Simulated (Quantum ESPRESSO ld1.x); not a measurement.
Values are calculated unless marked as measured or tabulated.
Q: Ta3+, configuration [Xe] 4f14 5d1 6p1 (not the ground configuration). Code: ld1.x of Quantum ESPRESSO 7.5. Model: scalar-relativistic Kohn-Sham, LDA (Slater exchange, VWN5 correlation), spin-polarised, spherical densities, point nucleus; open shells are filled with parallel spins first. Some entries of the table are withheld. Estimate them.

| orbital | occ. | eigenvalue (eV) | <r^2> (bohr^2) | <1/r> (bohr^-1) |
|---|---|---|---|---|
| 1s up | 1 | -67348.0 | 0.0004791 | 85.40 |
| 1s down | 1 | -67348.0 | 0.0004791 | 85.40 |
| 2s up | 1 | -11599.9 | 0.007382 | 19.95 |
| 2s down | 1 | -11599.8 | 0.007382 | 19.95 |
| 2p up | 3 | -10173.2 | 0.006087 | 18.14 |
| 2p down | 3 | -10173.2 | 0.006087 | 18.14 |
| 3s up | 1 | -2682.33 | 0.04803 | 7.382 |
| 3s down | 1 | -2682.30 | 0.04803 | 7.382 |
| 3p up | 3 | -2258.08 | 0.04871 | 6.832 |
| 3p down | 3 | -2258.05 | 0.04871 | 6.832 |
| 3d up | 5 | -1762.28 | 0.04041 | 6.462 |
| 3d down | 5 | -1762.23 | 0.04041 | 6.462 |
| 4s up | 1 | -572.632 | 0.2380 | 3.136 |
| 4s down | 1 | -572.572 | 0.2379 | 3.136 |
| 4p up | 3 | -433.412 | 0.2711 | 2.851 |
| 4p down | 3 | -433.350 | 0.2710 | 2.851 |
| 4d up | 5 | -255.226 | 0.3178 | 2.532 |
| 4d down | 5 | -255.148 | 0.3176 | 2.532 |
| 5s up | 1 | -106.291 | 1.340 | 1.221 |
| 5s down | 1 | -105.739 | 1.334 | 1.225 |
| 5p up | 3 | -72.1584 | 1.820 | 1.032 |
| 5p down | 3 | -71.4332 | 1.804 | 1.037 |
| 4f up | 7 | -58.1237 | 0.5128 | 2.006 |
| 4f down | 7 | -57.9602 | 0.5083 | 2.010 |
| 5d up | 1 | -33.3949 | 3.681 | 0.7160 |
| 5d down | 0 | -32.2564 | 3.606 | 0.7245 |
| 6s up | 0 | -30.3664 | 7.586 | 0.4900 |
| 6s down | 0 | -28.8553 | 7.650 | 0.4895 |
| 6p up | 1 | -22.7454 | 10.76 | 0.4102 |
| 6p down | 0 | -21.3414 | 11.16 | 0.4030 |
| 6d up | 0 | -13.6038 | 20.49 | 0.3081 |
| 6d down | 0 | -12.7996 | 22.24 | 0.2912 |
| 5f up | 0 | -11.6654 | (1) | (2) |
| 7p up | 0 | -10.6910 | (3) | 0.2266 |
| 5f down | 0 | -10.6126 | (4) | (5) |
| 7p down | 0 | -10.3181 | (6) | 0.2202 |

A: 
(1) 5f up <r^2> (bohr^2): 17.36
(2) 5f up <1/r> (bohr^-1): 0.3072
(3) 7p up <r^2> (bohr^2): 37.84
(4) 5f down <r^2> (bohr^2): 20.04
(5) 5f down <1/r> (bohr^-1): 0.2867
(6) 7p down <r^2> (bohr^2): 40.05
